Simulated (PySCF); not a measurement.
The isolated species `[SiH3]C=C=S` is ionised with Al Kα (hν = 1486.6 eV). Calculated photoelectron kinetic energies of its computed core levels, recoil neglected:

```tsv
line	kinetic energy (eV)
1	1379.55
2	1378.93
3	1196.48
4	1194.44
```

Computed, not measured: PySCF, delta-SCF UKS SCAN, pcX-2 on the ionised atom, pcseg-1 elsewhere, spin-free X2C.

**Question.** Convert to binding energies and name the level and atom behind each line. Numbering: `[SiH3:1][CH:2]=[C:3]=[S:4]`.

**Answer.** Against the vacuum level, binding energy = hν − kinetic energy.

| line | binding energy (eV) | level | atoms | environment |
| --- | --- | --- | --- | --- |
| 1 | 107.05 | Si 2p3/2 | Si1 | SiH3 silicon |
| 2 | 107.67 | Si 2p1/2 | Si1 | SiH3 silicon |
| 3 | 290.12 | C 1s | C2 | outer carbon of cumulated double bonds |
| 4 | 292.16 | C 1s | C3 | central carbon of cumulated double bonds |

Out of reach at this photon energy: Si 1s (1846.8 eV), S 1s (2477.3 eV).

**Question.** Where does line 2 move with hν = 1253.6 eV?

**Answer.** To 1253.6 − 107.67 = 1145.93 eV; every photoline shifts by the change in photon energy, -233.0 eV.

Lowest listed C 1s: C2, bonded to C (double bond), H and Si. Highest, 2.04 eV above it: C3, bonded to S (double bond) and C (double bond).

**Question.** Which photon energy gives electrons from C 1s of C3 a kinetic energy of 150 eV, and what is their de Broglie wavelength?

**Answer.** hν = 292.16 + 150 = 442.16 eV, recoil neglected; λ = 12.264 Å/√(E/eV) = 1.00 Å.

Other core shells, valence and Auger electrons aren't listed. Not every level is listed. The unrestricted hole states depart most from a pure doublet (⟨S²⟩ = 0.75; over 0.85 named) for C 1s of C3 (0.94), which makes this value less certain. 2p3/2 and 2p1/2 are the ΔSCF energy of one spin-free 2p hole plus the eigenvalues of a spin–orbit and ligand-field matrix of the shell. 2p1/2 minus 2p3/2 (ligand field included): Si 0.62 eV. Geometry: GFN2-xTB; no solvent, vibrations or thermal averaging.

On one thread, Arm Neoverse N1 (aarch64), no GPU (shared host), this took 31 s and 0.37 GiB of memory at its peak.
